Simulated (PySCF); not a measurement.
The free ion Tc3+ in its d4 configuration.

Method (PySCF 2.14, density fitting): CASSCF(4,5) with orbitals averaged over all microstates of the shell, strongly contracted NEVPT2 on the averaged canonical orbitals; basis x2c-TZVPall; spin-free X2C; gas phase; spin-orbit coupling by state interaction with the mean-field operator over all roots.

**Question.** What is the ground state?

**Answer.** 5D (S = 2, orbital degeneracy 5), by NEVPT2.

**Question.** Which is the lowest state of another spin?

**Answer.** 3H at 16206 cm⁻¹ by NEVPT2; CASSCF alone puts it at 17381 cm⁻¹ above the same ground state.

**Question.** What magnetic behaviour follows?

**Answer.** The lowest spin-orbit level is 1-fold with J = 0; the next lies at 335.2 cm⁻¹. μeff is 2.57 μB at 300 K and 0.50 μB at 10 K; the free-ion value g_J√(J(J+1)) for the Hund's-rule level J = 0 is 0.00 μB.

The job took 7.7 s on one thread of Arm Neoverse V1 (shared host), with 63 basis functions, launched as `OMP_NUM_THREADS=1 python lf_run.py task.json out`.
